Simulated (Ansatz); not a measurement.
Born–Oppenheimer molecular dynamics of ClH₆MgNO (10 atoms, charge 0, multiplicity 1). It starts at the highest image of a converged band. Of that band: A structure lower than the last end lies on the path between it and the top, so the climb from that side starts below the end, which may itself be a saddle point or a shallow side well. A vibrational analysis at the climbing image gives one clearly imaginary mode, 320i cm⁻¹: a first-order saddle point.

The calculation used RKS r2SCAN-D4/STO-3G in Ansatz.

```yaml
ensemble: NVE (velocity Verlet)
time_step: 0.5 fs
steps_asked: 200
starting_velocities_drawn_for: 300 K
seed: 10085
```

First frame:

```xyz
10
Properties=species:S:1:pos:R:3
Mg -0.929 0.153 -0.634
H -0.900 1.745 -0.251
Cl -1.039 -0.872 -2.499
H 0.634 -0.354 0.722
N -0.275 -0.988 0.842
H 0.337 1.522 -0.018
O 1.191 0.864 0.122
H -0.603 -0.922 1.832
H -0.038 -1.993 0.682
H 1.622 0.844 -0.798
```

Question: How far do the bonds stretch over the last three quarters of this one trajectory? (Pairs bonded in most of those frames.)

Answer: 
```tsv
bond	mean (Å)	spread (Å)	shortest	longest
Mg1–H2	1.627	0.022	1.58	1.67
Mg1–Cl3	2.142	0.016	2.11	2.16
Mg1–N5	1.965	0.017	1.93	1.99
Mg1–H6	2.048	0.070	1.93	2.18
Mg1–O7	2.552	0.115	2.38	2.77
H4–N5	1.153	0.030	1.08	1.22
N5–H8	1.047	0.015	1.02	1.07
N5–H9	1.046	0.011	1.02	1.07
H6–O7	1.087	0.028	1.03	1.15
O7–H10	1.021	0.010	1.00	1.04
```

Pairs bonded in part of these frames only: Mg1–H4 41 %, Mg1–O7 62 %.

Mean temperature of the second half: 167 K. The conserved energy stayed within 0.17 meV per atom of its start (net change 0.09 meV per atom), so the integration is sound. A run of 0.1 ps of so small a system gives no equilibrium averages. The orbitals stay closed-shell, which can raise the energy where a bond breaks towards radicals; this wasn't checked here. Limits of this set-up: minimal basis.

Time of the run: 10 min on 1 thread of Intel(R) Xeon(R) Processor @ 2.70GHz, on a shared host, peak memory 0.13 GiB.
